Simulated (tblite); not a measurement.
C4H7N2Si2 (doublet state).
SMILES with atom numbers: `[N:1]#[C:2][CH2:3][CH:4][SiH2:5][SiH2:6][C:7]#[N:8]` (hydrogens: H9, H10 on C3; H11 on C4; H12, H13 on Si5; H14, H15 on Si6)

The geometry is computed with GFN2-xTB (gas phase). This method treats the open shell by occupation alone, without spin polarisation.

Task: What internal coordinates does the optimisation give?

Result: 
| bond | length (bohr) |
| --- | --- |
| N1≡C2 | 2.163 |
| C2–C3 | 2.730 |
| C3–C4 | 2.822 |
| C4–Si5 | 3.470 |
| Si5–Si6 | 4.443 |
| Si6–C7 | 3.528 |
| C7≡N8 | 2.166 |
| C3–H9, C3–H10 | 2.067 |
| C4–H11 | 2.043 |
| Si5–H12, Si5–H13 | 2.773 |
| Si6–H14, Si6–H15 | 2.766 |

Bonds in one row agree within 0.02 bohr and their mean is given. A selection of angles:
| angle | degrees |
| --- | --- |
| N1–C2–C3 | 175.0 |
| C2–C3–C4 | 106.1 |
| C3–C4–Si5 | 122.5 |
| C4–Si5–Si6 | 110.1 |
| Si5–Si6–C7 | 106.4 |
| Si6–C7–N8 | 178.1 |

Torsions: C2–C3–C4–Si5 -82° (synclinal); C3–C4–Si5–Si6 77° (synclinal); C4–Si5–Si6–C7 179° (antiperiplanar). The mirror-image conformer, all signs reversed, is as good.

The 2 C–Si bonds span 1.836 Å (C4–Si5, drawn single) to 1.867 Å (Si6–C7, drawn single), a spread of 0.031 Å. C4 (carbon bonded to C, Si and H) is almost planar (angles 122.5°, 120.4° and 114.7°, sum 357.6°, 0.13 Å off the plane of its three neighbours). The 2 C–C bonds span 1.445 Å (C2–C3, drawn single) to 1.494 Å (C3–C4, drawn single), a spread of 0.049 Å. Si6 (silicon bonded to C, Si and 2 H) is distorted tetrahedral (angles from 104.4° to 115.0°). Of the pairs four or more bonds apart, C2···Si6 is among the closest relative to their van der Waals radii: 3.77 Å, 99 % of the sum of Bondi's values. Si5 (silicon bonded to C, Si and 2 H) is tetrahedral (angles from 108.2° to 110.8°).

Point group: C1 (no symmetry element, even within 0.4 Å). Its lowest GFN2-xTB frequency is 6 cm⁻¹, too small to tell a flat minimum from a shallow saddle. 3 starts were optimised and ended at 0.00, 0.36 and 0.58 kcal/mol (GFN2-xTB); the lowest of these is shown.
